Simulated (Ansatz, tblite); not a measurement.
Forces on W4S6⁺ at its r2SCAN-D4/def2-SVP geometry. The state is a doublet with charge 1.

In the def2 sets W takes a core potential; there is no spin–orbit coupling. The xTB rows come from tblite. At PBE-D4/def2-TZVP a quartet of charge 1 lies 0.93 eV below the doublet, each at its own geometry. The structure comes from a short search, and lower isomers may exist.

GFN1-xTB (tblite), largest force 8.27 eV/Å:

```xyz
10
positions Å, forces eV/Å
W     1.363   -0.169    0.943    2.079   -0.180    4.780
W    -0.053   -1.957   -0.284    2.581   -6.254   -4.562
W    -0.270    0.657   -0.791   -1.325    4.193   -5.457
W    -1.473   -0.504    1.127   -5.099    2.278    6.093
S    -0.227   -1.102   -2.399    0.020    0.354    0.247
S    -0.055   -0.099    2.883    0.613    0.042   -0.843
S    -1.994   -2.745    0.737    0.260    0.328   -0.134
S     3.281    0.288    0.094    0.907    0.170   -0.210
S    -0.292    2.920   -0.135    0.103   -0.413   -1.146
S    -0.280    2.709   -2.174   -0.139   -0.518    1.231
```

GFN2-xTB (tblite), largest force 3.86 eV/Å:

```
W 1.087 -0.375 1.099
W 1.780 -2.548 -1.674
W -0.699 2.383 -1.534
W -2.390 1.919 2.349
S -0.051 -0.408 -1.057
S 0.237 0.226 0.493
S -0.740 -1.315 0.101
S 0.802 0.141 0.115
S 0.070 0.222 -1.140
S -0.096 -0.244 1.248
```

PBE-D4/def2-TZVP (Ansatz), largest force 0.40 eV/Å:

```
W -0.222 -0.001 0.252
W -0.071 -0.025 -0.165
W 0.015 0.241 -0.231
W 0.141 -0.067 0.140
S 0.005 0.049 0.165
S 0.038 -0.012 -0.173
S 0.082 0.133 0.002
S 0.000 0.018 -0.026
S -0.002 -0.247 -0.315
S 0.014 -0.088 0.350
```
